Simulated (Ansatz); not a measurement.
Several settings on one geometry of WS2(NH2)2 (WS2N2H4) (that of the charge 0 singlet, PBE-D4/def2-SVP). Ansatz on 4 threads of Arm Neoverse V2 on a shared host; times are rough.

```csv
atom,x (Å),y (Å),z (Å)
W1,0.510,0.001,0.353
S2,0.442,0.011,2.510
S3,2.506,-0.006,-0.468
N4,-0.388,1.609,-0.278
H5,-0.183,2.072,-1.169
H6,-1.148,2.080,0.223
N7,-0.393,-1.610,-0.263
H8,-1.155,-2.074,0.242
H9,-0.190,-2.082,-1.150
```

Totals from different functionals, basis sets or treatments of relativity can't be compared as stabilities.

In the def2 sets W takes a core potential; there is no spin–orbit coupling. Correlated methods freeze 12 core orbitals; core or outer-core shells of W are correlated, in sets that lack core-valence functions.

The spins typed aren't always the lowest for that charge.

Q: Give the basis size and estimate the energy, ⟨S²⟩ and time of these runs.

```json
{"run": "1", "method": "UKS BLYP-D3(BJ)/def2-SVP", "charge": "0", "state": "singlet", "further keys": "forces asked"}
{"run": "2", "method": "RHF, rpa/def2-SVP", "charge": "0", "state": "singlet", "further keys": "scf: {omitted_lower_state_checks: [starts]}"}
{"run": "3", "method": "UKS ωB97/def2-TZVP", "charge": "1", "state": "doublet", "further keys": "nuclear_model: gaussian; scf: {lower_state_search: full}; forces asked"}
```

A: 
```csv
run,functions,energy (Eh),⟨S²⟩,wall time
1,116,-975.2073,0.00,2.5 s
2,116,-973.4595,–,1.3 s
3,200,-975.2508,0.86,2.1 min
```

At RHF, rpa/def2-SVP the test of the restricted singlet for broken spin symmetry was undecided. At UKS ωB97/def2-TZVP the charge 1 doublet is spin-contaminated (final ⟨S²⟩ up to 0.86, 0.75 for a pure state).
